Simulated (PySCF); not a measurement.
# A survey of ¹⁷O NMR shifts

PySCF calculation with structure optimised with GFN2-xTB and shielding tensors at PBE0/pcSseg-1 (GIAO); rapidly exchanging positions averaged, relativity neglected, single conformer, gas phase.

Shieldings were converted by a linear fit to measured shifts: ¹⁷O: δ = 266.70 − 0.911σ (rms 10.7 ppm, 155 shifts, 12.2 ppm with the 3 outliers that the fit left out vs liquid water, solution or neat liquid). Occasional misses reach two or three times the rms, and more in compound classes unlike the fitted ones.

Q: Give the ¹⁷O shifts of `COc1nc(C(C)=O)n[nH]1`, `N[Si@@H]1CO[C@@H](C=O)[SiH2]N1`, `C#C[C@@H]1C(=C)[C@@H]1O[SiH2]F`, `COc1nccpc1C=O`, `COC(=O)c1cncpc1`.

A: 
```tsv
compound	environment	δ (ppm)
[CH3:1][O:2][c:3]1[n:4][c:5]([C:6]([CH3:7])=[O:8])[n:9][nH:10]1	O8: ketone oxygen	569.2
[CH3:1][O:2][c:3]1[n:4][c:5]([C:6]([CH3:7])=[O:8])[n:9][nH:10]1	O2: ether oxygen	44.1
[NH2:1][Si@@H:2]1[CH2:3][O:4][C@@H:5]([CH:6]=[O:7])[SiH2:8][NH:9]1	O7: aldehyde oxygen	560.8
[NH2:1][Si@@H:2]1[CH2:3][O:4][C@@H:5]([CH:6]=[O:7])[SiH2:8][NH:9]1	O4: ether oxygen	-35.8
C#C[C@@H]1C(=C)[C@@H]1O[SiH2]F	oxygen bonded to C, Si	4.4
[CH3:1][O:2][c:3]1[n:4][cH:5][cH:6][p:7][c:8]1[CH:9]=[O:10]	O10: aldehyde oxygen	556.6
[CH3:1][O:2][c:3]1[n:4][cH:5][cH:6][p:7][c:8]1[CH:9]=[O:10]	O2: ether oxygen	83.9
[CH3:1][O:2][C:3](=[O:4])[c:5]1[cH:6][n:7][cH:8][p:9][cH:10]1	O4: ester carbonyl oxygen	349.4
[CH3:1][O:2][C:3](=[O:4])[c:5]1[cH:6][n:7][cH:8][p:9][cH:10]1	O2: ester alkoxy oxygen	124.0
```
